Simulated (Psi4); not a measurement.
## TiIF3 (SMILES [F][Ti]([F])([F])[I]): the dipole moment, rung by rung

TiIF3 has 5 atoms, charge 0, and is taken as a singlet. As SMILES, `[F][Ti]([F])([F])[I]`. The shape was relaxed beforehand at PBE0/def2-TZVP.

Quantity: the dipole moment, in D. The values are calculated.

```tsv
level	kind	program	value (D)	CPU time
PBE-D4/def2-TZVPP (density fitting, core potential)	GGA	Psi4	0.55	82 s
r2SCAN-D4/def2-TZVPP (density fitting, core potential)	meta-GGA	Psi4	0.51	4.1 min
B3LYP-D4/def2-TZVPP (density fitting, core potential)	global hybrid	Psi4	0.67	74 s
PBE0-D4/def2-TZVPP (density fitting, core potential)	global hybrid	Psi4	0.58	75 s
```

The values span 0.51 to 0.67 D. Magnitudes only: a small dipole may point the other way at some levels. CPU times are rough (shared hosts, several kinds of processor): they show what a rung costs within a factor of a few.
